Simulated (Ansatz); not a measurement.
Born–Oppenheimer molecular dynamics of F₃GeH₅OSi (11 atoms, charge 0, multiplicity 1). It starts at the highest image of a converged band. Of that band: Neighbouring images differ by up to 1.2 eV, so the band resolves the path poorly. A vibrational analysis at the climbing image gives one clearly imaginary mode, 1227i cm⁻¹: a first-order saddle point.

Theory: RKS PBE/def2-SVP in Ansatz.

```
ensemble                      : NVE (velocity Verlet)
time step                     : 0.5 fs
steps asked                   : 200
starting velocities drawn for : 300 K
seed                          : 11866
```

First frame:

```xyz
11
Properties=species:S:1:pos:R:3
Ge -0.195 0.201 -0.100
H -0.265 0.678 1.635
F 1.244 -0.731 0.209
F 0.049 1.857 -0.575
F -0.658 -0.493 -1.645
O -1.867 -0.321 0.676
Si -3.216 -1.275 0.145
H -2.734 -2.645 -0.218
H -4.137 -1.323 1.325
H -3.861 -0.592 -1.018
H -1.213 0.212 1.561
```

How far do the bonds stretch over the last three quarters of this one trajectory? (Pairs bonded in most of those frames.)


```tsv
bond	mean (Å)	spread (Å)	shortest	longest
Ge1–F3	1.727	0.008	1.71	1.74
Ge1–F4	1.736	0.040	1.67	1.79
Ge1–F5	1.742	0.014	1.72	1.77
Ge1–O6	1.746	0.034	1.70	1.80
H2–H11	0.772	0.026	0.73	0.81
O6–Si7	1.709	0.019	1.67	1.74
Si7–H8	1.505	0.022	1.47	1.54
Si7–H9	1.500	0.006	1.49	1.51
Si7–H10	1.503	0.018	1.47	1.53
```

Mean temperature of the second half: 984 K. The conserved energy stayed within 0.058 meV per atom of its start (net change 0.037 meV per atom), so the integration is sound. The kinetic energy rose, since the run started high on the potential surface and went downhill. It ends in pieces (F3GeH3OSi + H2), so much of that is their flight and rotation, not heat. A run of 0.1 ps of so small a system gives no equilibrium averages. The orbitals stay closed-shell, which can raise the energy where a bond breaks towards radicals; this wasn't checked here.

The run took 5.3 min on 4 threads of Arm Neoverse V1, with other jobs on the host, peak memory 0.2 GiB.
